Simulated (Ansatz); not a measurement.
Reaction (redistribution): `F[SiH2][GaH2]` + `C#CB(C)C` → `C#C[SiH2][GaH2]` + `CB(C)F`

Isolated molecules relaxed with PBE0-D4/def2-TZVP in Ansatz; ΔE leaves out vibrations. CCSD(T)/CBS is the MP2 limit (def2-TZVPP, def2-QZVPP) plus CCSD(T) − MP2 in def2-TZVPP, frozen cores. Functionals use def2-TZVPP. B3LYP here is the variant with VWN-RPA as its local correlation; programs differ in this. HSE06 is defined as in plane-wave codes. For Ga outer-core shells are correlated without core-valence functions, which leaves a few kJ/mol of doubt a bond. Scalar relativity is left out up to krypton.

`F[SiH2][GaH2]`:

```xyz
7

F    -1.310    1.765    0.113
Si   -0.705    0.448   -0.590
Ga    0.964   -0.624    0.793
H    -1.849   -0.463   -0.872
H    -0.138    0.872   -1.901
H     1.379   -0.069    2.201
H     1.659   -1.930    0.256
```

`C#CB(C)C`:

Cartesian coordinates in Å:
```
C 0.619 -1.575 2.062
C 0.339 -0.862 1.127
B -0.015 0.038 -0.052
C -1.454 0.644 -0.143
C 1.070 0.334 -1.139
H 0.866 -2.203 2.887
H -1.746 0.916 -1.160
H -1.429 1.581 0.433
H -2.228 0.026 0.316
H 0.978 -0.464 -1.891
H 2.097 0.290 -0.771
H 0.903 1.274 -1.669
```

`C#C[SiH2][GaH2]`:

```xyz
9

C    -1.460   -1.673   -1.360
C    -0.506   -1.060   -0.945
Si    0.883   -0.091   -0.266
Ga    0.137    1.472    1.421
H    -2.297   -2.218   -1.731
H     1.546    0.626   -1.390
H     1.878   -1.039    0.308
H    -1.367    1.549    1.865
H     1.185    2.433    2.095
```

`CB(C)F`:

Z-matrix (Å, degrees):
```
C
B 1 1.563
H 1 1.092 2 112.8
H 1 1.098 2 107.8 3 -116.8
H 1 1.092 2 113.1 3 125.1
C 2 1.563 1 125.0 3 30.8
F 2 1.337 1 117.5 3 -149.2
H 6 1.092 2 112.9 1 28.4
H 6 1.098 2 107.8 1 -88.7
H 6 1.092 2 112.9 1 153.5
```

```csv
level,ΔE (kJ/mol),difference from CCSD(T)/CBS
LDA (SPW92),-21.9,-6.8
PBE-D4,-18.6,-3.5
r2SCAN-D4,-16.8,-1.7
B97M-V,-14.9,0.2
B3LYP-D4,-14.9,0.2
r2SCANh-D4,-17.3,-2.2
PBE-QIDH,-19.4,-4.3
revPBE,-18.0,-2.9
BLYP,-13.6,1.5
r2SCAN,-16.9,-1.8
B3LYP,-14.5,0.6
HSE06,-19.4,-4.3
HF/def2-TZVPP,-14.4,0.7
CCSD/def2-TZVPP,-19.2,-4.1
CCSD(T)/def2-TZVPP,-20.3,-5.2
HF/CBS(def2),-11.3,3.8
CCSD(T)/CBS,-15.1,0
```

Largest T1 diagnostic among the species: 0.014.

At CCSD(T), def2-SVP lies −28.3 kJ/mol from the extrapolated value and def2-TZVPP −5.2 kJ/mol. In def2-TZVPP, CCSD(T) changes the Hartree–Fock value by −5.9 kJ/mol (the triples alone add −1.2 kJ/mol) and MP2 by −3.8 kJ/mol. Leaving LDA and LC-ωPBE aside and taking each functional with its dispersion term where it has one, the values, not all of them listed here, spread over 5.7 kJ/mol, from HSE06-D4 to BLYP-D4. LDA lies −3.5 kJ/mol from PBE without D4.
